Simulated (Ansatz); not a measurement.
Isolated molecules relaxed with PBE0-D4/def2-TZVP in Ansatz; ΔE leaves out vibrations. CBS: MP2 limit from def2 TZ/QZ plus the TZ coupled-cluster correction, frozen cores. For Ge, Se outer-core shells are correlated without core-valence functions, which leaves a few kJ/mol of doubt a bond. Scalar relativity is left out up to krypton. One conformer a species, not always the lowest.

Consider the isomerisation: `C=[C]([GeH3])[SeH]` → `[SeH][CH]1[CH2][GeH2]1`.

`C=[C]([GeH3])[SeH]`:

```xyz
10

C    -0.388   -1.496   -0.720
C     0.093   -0.572    0.107
Ge   -0.275    1.323   -0.130
Se    1.075   -1.104    1.652
H    -0.196   -2.558   -0.593
H    -1.005   -1.214   -1.568
H    -1.149    1.833    1.025
H    -0.991    1.520   -1.476
H     1.057    2.094   -0.119
H     1.779    0.174    1.822
```

`[SeH][CH]1[CH2][GeH2]1`:

Z-matrix (Å, degrees):
```
C
C 1 1.527
Ge 1 1.947 2 66.6
Se 1 1.927 2 115.1 3 -115.6
H 1 1.085 2 115.1 3 110.3
H 2 1.085 1 116.6 3 -112.4
H 2 1.085 1 116.7 3 109.1
H 3 1.523 1 117.4 2 104.3
H 3 1.520 1 117.5 2 -104.5
H 4 1.469 1 96.8 2 142.5
```

```
                 species  CCSD(T)/CBS(def2) energy (Eh)
    `C=[C]([GeH3])[SeH]`                    -4556.49191
`[SeH][CH]1[CH2][GeH2]1`                    -4556.47562
```

(1) Work out ΔE.

Largest T1 diagnostic among the species: 0.011.

Answers

(1) ΔE = (-4556.47562) − (-4556.49191) = 0.01629 Eh = +42.8 kJ/mol.

From PBE to PBE0 (25 % exact exchange), in def2-TZVPP and without D4, ΔE moves by −3.1 kJ/mol. In def2-TZVPP, CCSD(T) changes the Hartree–Fock value by −27.9 kJ/mol (the triples alone add −1.4 kJ/mol) and MP2 by −39.2 kJ/mol.
